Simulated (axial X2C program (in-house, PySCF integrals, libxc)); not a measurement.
NAsO²⁺: properties at the nuclei

Calculated with an axial X2C code built on PySCF integrals: two-component X2C with atomic mean-field Coulomb and Gaunt terms, Gaussian nuclei, basis N dyall-av3z, As dyall-v3z, O dyall-av3z with contracted cores.

N–As–O held linear, with bonds 2.319 and 1.562 Å (near the PBE0 minimum at charge 2 of the determinant lowest at the starting distance; the state shown can have its own minimum elsewhere, held linear; other orders of the atoms were not compared).

Input and command:
```json
{"zs": [7, 33, 8], "q": 2, "bas": ["dyall-av3z", "dyall-v3z", "dyall-av3z"], "r0": [1.74, 1.71], "symm": 0, "scan": ["PBE0", "HF", "TPSSh"], "levels": ["PBE0", "HF", "BHandHLYP"], "nst": 2}
```
```bash
python solin.py task.json out
```

Keys: zs atomic numbers; q charge; bas basis sets; r0 starting distance in Å; symm equal bonds; scan levels of the two-bond scan; levels methods; nst determinants followed.

Determinant lowest in the PBE0 search, Ω = 1 (⟨Sz⟩ = 1.00, ⟨Lz⟩ = 0.00 at PBE0), spin on the atoms N 1.16, As -0.04, O -0.12:

| level | Eeff magnitude (GV/cm) | Ws magnitude As (kHz) | A∥/gI N (MHz) | qzz N (a.u.) | A∥/gI As (MHz) | qzz As (a.u.) | A∥/gI O (MHz) | qzz O (a.u.) |
| --- | --- | --- | --- | --- | --- | --- | --- | --- |
| PBE0 | 2.38 | 1.05 | -115 | 1.66 | -387 | -4.49 | -37.7 | 1.03 |
| HF | 5.5 | 2.41 | 3.39 | 0.76 | -65 | -4.00 | -109 | 2.25 |
| BHandHLYP | 3.09 | 1.36 | -76.2 | 1.80 | -411 | -5.12 | -28.3 | 1.09 |

Eeff is the effective electric field on the electron electric dipole moment in this Ω state and Ws the scalar–pseudoscalar constant of the nucleus named (defined with the proton number Z and per Ω); A∥ (defined per Ω) follows by multiplying with gI = μI/(I μN); qzz is the electric field gradient, eQq0 = 234.96 MHz × Q/barn × qzz. The operators were transformed with the bare-nucleus X2C matrices; with these basis sets, hyperfine constants and field gradients can be off by tens of per cent, and where levels differ in sign neither size nor sign is settled.

Question: With Q(75As) = 0.311 barn (Q from Pyykkö, Mol. Phys. 2018), turn the PBE0 values of the first state into constants in MHz.

Answer: eQq0(75As) = 234.96 × (0.311) × (-4.49) = -328 MHz.

The molecule was held linear; bending was not examined, so a bent shape may lie lower.

Each state is one determinant with collinear spin, which with several unpaired electrons need not be a pure state. Unrestricted Hartree–Fock can overshoot spin polarisation at the nuclei. With several open shells hyperfine constants can be off by a factor of several. Where Eeff spreads by more than a factor of two the levels disagree and none is to be relied on. Open-shell Ω = 0 determinants with evenly filled partner blocks cannot be reached by this program, so the Ω shown need not be the lowest component. The search compared states at one distance, so a state with another bond length can lie lower. Further determinants of the search, some of them spin-mixed, are not shown. Where a field gradient or hyperfine factor spreads by more than a factor of two over the levels, a constant derived from it is not to be relied on.
